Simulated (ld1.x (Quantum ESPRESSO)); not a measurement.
# Pseudopotential generation for Mo: TM, PBE, scalar-relativistic.

```
Element                 : Mo
Generator               : ld1.x (Quantum ESPRESSO) 7.5
Type                    : norm-conserving Troullier–Martins (Kleinman–Bylander form)
Functional              : PBE
Relativity              : scalar-relativistic
Frozen core             : [Kr]
Valence charge          : 6
Reference configuration : 4d5 5s1 5p0
Partial waves           : 5p (bound, empty): rc 3.10 bohr; 4d (bound): rc 1.70 bohr; 5s (bound): rc 2.25 bohr
Local potential         : the s channel
Core correction         : Bessel-smoothed model core, default radius (core density twice the valence density)
```

All-electron outer shells of the reference configuration (PBE, scalar-relativistic, ld1.x):

| shell | level (eV) | outermost node (bohr) | outermost maximum (bohr) |
| --- | --- | --- | --- |
| 4s | -64.35 | 0.51 | 0.99 |
| 4p | -38.49 | 0.52 | 1.08 |
| 5s | -4.09 | 1.34 | 2.93 |
| 4d | -3.75 | 0.53 | 1.38 |
| 5p | -1.04 | 1.54 | 4.11 |

**Question.** Estimate the cutoffs (Ry, on a coarse ladder) from which the occupation-weighted sum of valence levels, in a spherical-Bessel basis at the reference potential, stays within 10 and 1 mRy of its value at 400 Ry.

**Answer.** 40 Ry and 50 Ry.

**Question.** What does a ghost test show?

**Answer.** No extra level below or beside the all-electron valence levels (p, d, s, f tested).

**Question.** Which valence shell sets the plane-wave cutoff?

**Answer.** 4d: its level needs 45 Ry to come within 1 mRy, against 25 Ry for 5s.

**Question.** Tests: 4d5 5s0 5p0; 4d4 5s0 5p0; 4d3 5s0 5p0; 4d4 5s1 5p1; 4d5 5s0 5p1; 4d4 5s1 5p0; 4d4 5s2 5p0. Which has the largest error in its energy relative to the reference configuration, and how large is it?

**Answer.** 4d3 5s0 5p0, with -655 meV (all-electron minus pseudo) on +49.10 eV.
